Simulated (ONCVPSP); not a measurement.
cerium: one change to an ONCV potential, before and after

Ce, optimised norm-conserving Vanderbilt (ONCV), made with ONCVPSP 4.0.1 (PBE, fully relativistic). Core [Kr] 4d10, reference 4f1 5s2 5p6 5d2 6s1. Waves: 5s+6s: rc 2.45 bohr, ncon 3, nbas 6, qcut 6.1 1/bohr, 2 projectors; 5p: rc 1.95 bohr, ncon 5, nbas 9, qcut 3.7 1/bohr, 1 projector; 5d: rc 3.80 bohr, ncon 4, nbas 8, qcut 3.4 1/bohr, 2 projectors, debl 0.5 Ha; 4f: rc 1.40 bohr, ncon 4, nbas 8, qcut 10 1/bohr, 2 projectors, debl 3.5 Ha. Local part: polynomial inside 1.15 bohr (lpopt 5, dvloc0 2 Ha). Core correction: Teter function, fcfact 4, rcfact 1.45.

Open shells are filled in proportion to 2j + 1.

All-electron outer shells of the reference configuration (PBE, scalar-relativistic, ld1.x):

| shell | level (eV) | outermost node (bohr) | outermost maximum (bohr) |
| --- | --- | --- | --- |
| 4d | -108.85 | 0.31 | 0.66 |
| 5s | -39.00 | 0.75 | 1.37 |
| 5p | -21.75 | 0.81 | 1.55 |
| 4f | -3.79 | – | 0.71 |
| 6s | -3.19 | 1.83 | 3.87 |
| 5d | -2.11 | 0.92 | 2.23 |

Change: local potential polynomial inside 1.15 bohr (lpopt 5, dvloc0 3 Ha).

Cutoffs: the cutoffs (Ha) at which the residual kinetic energy of the hardest occupied pseudo-wave falls to 1 and 0.1 mHa per electron; they do not see the model core or the augmentation charge, which bear on the density cutoff. Errors are all-electron minus pseudo energies relative to the spin-unpolarised reference configuration.

**Question.** Predict the effect on cutoff, ghosts and configuration errors.

**Answer.** The potential gets neither clearly harder nor softer (64 Ha and 137 Ha → 64 Ha and 137 Ha); both files keep a bound ghost (p, s); the lowest positive-energy flag moves from d5/2 at 71.7 eV to p1/2 at 8.6 eV; the errors of the 3 common tests hardly move.

| quantity | base | changed |
| --- | --- | --- |
| cutoff, loose | 64 Ha | 64 Ha |
| cutoff, tight | 137 Ha | 137 Ha |
| bound ghosts | s, p3/2, p1/2 | s, p3/2 |
| GHOST(+) flags under 300 eV | d5/2 at 71.7 eV, d3/2 at 78.7 eV | p1/2 at 8.6 eV, d5/2 at 79.9 eV, d3/2 at 84.5 eV |
| tests counted as reliable (solved cleanly; for ONCVPSP, near-neutral configurations with less than one 5d electron left out) | 3 of 4 | 3 of 4 |
| error for 4f1 5s2 5p6 5d1 6s2, meV [ΔE -0.90 eV] | +11 | +11 |
| error for 4f1 5s2 5p6 5d1 6s1, meV [ΔE 5.18 eV] | +12 | +12 |
| error for 4f1 5s2 5p6 5d1 6s0, meV [ΔE 16.25 eV] | +13 | +13 |
| s: phases at 2.49 bohr within 0.05 rad from the reference energy up to (Ha; the scan ends near 5) | 4.5 | 4.6 |
| p3/2: phases at 1.99 bohr within 0.05 rad from the reference energy up to (Ha; the scan ends near 5) | -0.5 | -0.2 |
| p1/2: phases at 1.99 bohr within 0.05 rad from the reference energy up to (Ha; the scan ends near 5) | -0.3 | -0.1 |
| d5/2: phases at 3.86 bohr within 0.05 rad from the reference energy up to (Ha; the scan ends near 5) | 2.2 | 2.1 |
| d3/2: phases at 3.86 bohr within 0.05 rad from the reference energy up to (Ha; the scan ends near 5) | 2.1 | 2.1 |
| f7/2: phases at 1.42 bohr within 0.05 rad from the reference energy up to (Ha; the scan ends near 5) | to the end of the scan | to the end of the scan |
| f5/2: phases at 1.42 bohr within 0.05 rad from the reference energy up to (Ha; the scan ends near 5) | to the end of the scan | to the end of the scan |
| rms error of d²Exc/dni dnj with the model core, mHa | 5.98 | 5.98 |

Base: Tests not counted: 4f2 5s2 5p6 5d0 6s1 (all-electron energy unsafe for a near-neutral lanthanide with less than one 5d electron, printed error +136 meV). Changed file: Tests not counted: 4f2 5s2 5p6 5d0 6s1 (all-electron energy unsafe for a near-neutral lanthanide with less than one 5d electron, printed error +42 meV). A true bound ghost makes a file unfit for plane-wave use even where its test errors are small: the radial tests pick states by their node count and pass the ghost by.
